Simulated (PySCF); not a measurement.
CH5GaSe2.

```xyz
9

Ga     0.6226     0.0002     0.0000
C      2.5774    -0.0112     0.0000
H      2.9514    -0.5417     0.8899
H      2.9514    -0.5417    -0.8899
H      2.9867     1.0097     0.0000
Se    -0.6613    -1.9235     0.0000
H      0.5085    -2.8086     0.0000
Se    -0.5823     1.9721     0.0000
H     -1.8800     1.2902     0.0000
```

Coordinates come from a ωB97X-D3(BJ)/def2-SVP optimisation. The values are those of a single conformer.

These are PySCF with PBE/pcSseg-1 values and carry that method's errors. Non-relativistic, no solvent.

Q: Give the absolute GIAO shielding of each atom: isotropic value and principal components (ppm). (Estimate from the structure and the level; the computed values follow.)

A: 
```
atom  σ(iso)     σ11     σ22     σ33   span
----  ------  ------  ------  ------  -----
Ga1   1007.5   889.7   994.5  1138.4  248.7
C2     176.0   162.8   172.5   192.5   29.7
H3      30.6    25.8    28.1    38.1   12.3
H4      30.6    25.8    28.1    38.1   12.3
H5      30.5    24.7    28.6    38.2   13.5
Se6   1902.0  1577.5  1963.8  2164.7  587.2
H7      29.9    20.4    25.8    43.5   23.1
Se8   1888.5  1586.1  1981.1  2098.1  512.0
H9      29.9    20.0    27.7    42.0   22.0
```
